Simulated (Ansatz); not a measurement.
Z-matrix (Å, degrees):
```
Si
B 1 2.035
O 1 1.653 2 110.9
H 1 1.493 2 108.7 3 122.8
H 1 1.484 2 111.6 3 -118.5
F 2 1.342 1 119.7 3 -14.3
O 2 1.347 1 121.6 3 166.6
H 3 0.958 1 117.1 2 36.6
H 7 0.965 2 113.7 1 179.0
```

The species carries charge 0 and has multiplicity 1.

**Question.** List the ωB97M-V/def2-TZVPP orbital energies in eV (Ansatz). (Best estimate.)

**Answer.** Computed: Occupied: -1807.14, -677.97, -527.10, -526.08, -189.68, -148.16, -102.30, -102.26, -102.26, -36.81, -32.11, -30.80, -19.37, -18.27, -17.98, -16.49, -15.92, -15.15, -13.65, -13.28, -13.16, -12.97, -11.20, -10.44. Lowest empty: 1.45, 1.65, 2.05, 3.28, 3.63, 3.80, 4.28, 4.63.
